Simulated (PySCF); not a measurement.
Si(Me)2(OH)(SH), SMILES O[Si](S)(C)C, singlet (CAM-B3LYP/def2-SVP optimised geometry):

```
13

C      1.136    -0.685     0.000
Si    -0.725    -0.685     0.000
C     -1.445    -1.488     1.525
O     -1.160    -1.487    -1.394
S     -1.532     1.320     0.000
H      1.529    -0.192    -0.902
H      1.518    -1.718     0.011
H      1.532    -0.158     0.881
H     -1.121    -2.539     1.588
H     -2.546    -1.474     1.510
H     -1.114    -0.973     2.440
H     -2.091    -1.467    -1.640
H     -0.869     1.718    -1.106
```

Calculation: PySCF with CAM-B3LYP/def2-TZVP.

Q: What are the frontier orbital energies and the dipole moment?

A: HOMO-2 -10.09 eV, HOMO-1 -9.77 eV, HOMO -8.63 eV, LUMO 1.32 eV, LUMO+1 1.93 eV; dipole moment 0.73 D.

Meta-Löwdin charges at CAM-B3LYP/def2-TZVP: C1 -0.61, Si2 1.12, C3 -0.62, O4 -0.76, S5 -0.35, H6 0.13, H7 0.13, H8 0.13, H9 0.13, H10 0.13, H11 0.13, H12 0.35, H13 0.10.
